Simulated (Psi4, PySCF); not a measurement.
ClGa, charge -1, doublet, geometry from GFN2-xTB (such geometries of metal compounds can be far from the true shape) (a state made from the parent by changing its charge; the spin is typed, not shown lowest) (in this run its highest filled SCF level lies above zero, so its values depend strongly on the basis, on diffuse functions most of all), atoms displaced at random by about 0.03 Å a coordinate. Base run: PBE0/cc-pVDZ, gradient in PySCF.

The PySCF input:
```python
from pyscf import gto, scf, dft

mol = gto.M(
    atom='''
Ga    0.020041    0.007430   -0.889369
Cl   -0.002419   -0.026054    1.555506
''',
    basis='cc-pvdz',
    charge=-1,
    spin=1,
    verbose=3,
)

mf = dft.UKS(mol)
mf.xc = 'pbe0'
mf.kernel()
g = mf.nuc_grad_method()
grad = g.kernel()
```

Programs used: Psi4, PySCF; a row that names a program was run with it.

The coordinate followed is x of atom 2.

Variants of this job, named by their change:

```csv
change,dE/dx (Eh/bohr),net force (Eh/bohr)
base,-0.000012,0.000008
grids.level = 0; grid_response = on,0.000035,0.000000
conv_tol = 1e-11,-0.000012,0.000008
grids.level = 0; grid_response = off,-0.000119,0.002853
finite difference step (bohr) = 0.2; conv_tol = 1e-11,-0.000016,-
grids.level = 5; grid_response = on,-0.000013,0.000000
density fitting = on,-0.000012,0.000008
finite difference step (bohr) = 1e-5; conv_tol = 1e-11,-0.000014,-
finite difference step (bohr) = 1e-3; conv_tol = 1e-11,-0.000014,-
code = psi4,-0.000014,0.000070
finite difference step (bohr) = 0.01; conv_tol = 1e-11,-0.000014,-
conv_tol = 1e-6,-0.000012,0.000008
```

The net force is zero for an exact gradient.

Open shells are given as the SCF converged; they aren't shown to be the lowest states, and a large step between rows can be another state.
